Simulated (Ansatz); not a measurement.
`C[NH][SnH3]` + `FC(F)Cl` → `C[NH][SnH2][F]` + `FCCl`  (formal exchange of groups at the Sn–H bond)

Computed with Ansatz on PBE0-D4/def2-TZVP structures; ΔE is electronic, products minus reactants. CCSD(T)/CBS is the MP2 limit (def2-TZVPP, def2-QZVPP) plus CCSD(T) − MP2 in def2-TZVPP, frozen cores. This one scheme is used for every species. Functionals use def2-TZVPP. Elements past krypton have def2 core potentials. For Sn outer-core shells are correlated without core-valence functions, which leaves a few kJ/mol of doubt a bond. One conformer a species, not always the lowest.

```tsv
level	ΔE (kJ/mol)	difference from CCSD(T)/CBS
PBE0-D4	-111.2	17.3
r2SCAN0-D4	-112.6	15.9
BHLYP-D4	-121.1	7.4
LC-ωPBE	-119.2	9.3
RPA@PBE/def2-TZVPP	-112.0	16.5
HF/def2-TZVPP	-120.5	8.0
MP2/def2-TZVPP	-122.2	6.3
CCSD(T)/def2-TZVPP	-114.7	13.8
HF/CBS(def2)	-125.0	3.5
MP2/CBS(def2)	-136.0	-7.5
CCSD(T)/CBS	-128.5	0
```

Question: What do rigid-rotor, harmonic-oscillator terms from PBE0-D4/def2-TZVP frequencies (298.15 K, 1 bar) make of the CCSD(T)/CBS value? (Estimate.)

Answer: The calculation gave: ΔZPE = +9.0 kJ/mol, ΔH = -118.6 kJ/mol, ΔS = 6 J/(mol·K), ΔG = -120.4 kJ/mol.

Largest T1 diagnostic among the species: 0.013.

Leaving LDA and LC-ωPBE aside and taking each functional with its dispersion term where it has one, the values, not all of them listed here, spread over 12.8 kJ/mol, from B2PLYP to HSE06-D4. LDA lies +20.9 kJ/mol from PBE without D4. From BLYP to BHLYP (50 % exact exchange), in def2-TZVPP and without D4, ΔE moves by +3.3 kJ/mol. At CCSD(T), def2-SVP lies +30.9 kJ/mol from the extrapolated value and def2-TZVPP +13.8 kJ/mol.
